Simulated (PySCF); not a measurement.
SMILES CC(C)[SiH2][SiH2][GeH3], GFN2-xTB optimised geometry.

```
20

C      1.65    -0.29     0.00
C      0.12    -0.29     0.00
C     -0.41    -1.09     1.19
Si    -0.56     1.49     0.00
Si     0.20     2.68     1.85
Ge    -1.30     4.36     2.50
H      2.03    -1.31    -0.03
H      2.03     0.18     0.90
H      2.03     0.25    -0.86
H     -0.21    -0.79    -0.91
H     -1.50    -1.12     1.18
H     -0.08    -0.65     2.13
H     -0.04    -2.12     1.15
H     -2.03     1.40    -0.05
H     -0.16     2.12    -1.27
H      0.44     1.83     3.03
H      1.50     3.32     1.60
H     -1.19     5.65     1.74
H     -1.24     4.81     3.93
H     -2.75     4.01     2.33
```

Density from PySCF with PBE/def2-SVP at that geometry.

Minimum of the electron density along straight lines between bonded atoms, close to the bond critical point (lines longer than 1.1 times the sum of covalent radii, or with two minima, are not listed):

```tsv
bond	length / Å	ρ at the minimum / e bohr⁻³	∇²ρ there / e bohr⁻⁵	position (fraction from the first atom)
C1–C2	1.525	0.239	-0.51	0.50
C2–C3	1.525	0.239	-0.51	0.50
C2–Si4	1.914	0.110	0.27	0.62
Si5–Ge6	2.339	0.089	-0.07	0.36
C1–H7	1.090	0.273	-0.98	0.63
C1–H8	1.089	0.273	-0.98	0.63
C1–H9	1.088	0.274	-0.99	0.63
C2–H10	1.095	0.269	-0.93	0.62
C3–H11	1.088	0.274	-0.99	0.63
C3–H12	1.089	0.274	-0.98	0.63
C3–H13	1.090	0.273	-0.98	0.63
Si4–H14	1.473	0.114	0.31	0.49
Si4–H15	1.472	0.114	0.31	0.49
Si5–H16	1.472	0.113	0.30	0.49
Si5–H17	1.470	0.114	0.31	0.49
Ge6–H18	1.502	0.138	0.07	0.59
Ge6–H19	1.503	0.138	0.07	0.59
Ge6–H20	1.503	0.138	0.07	0.59
```
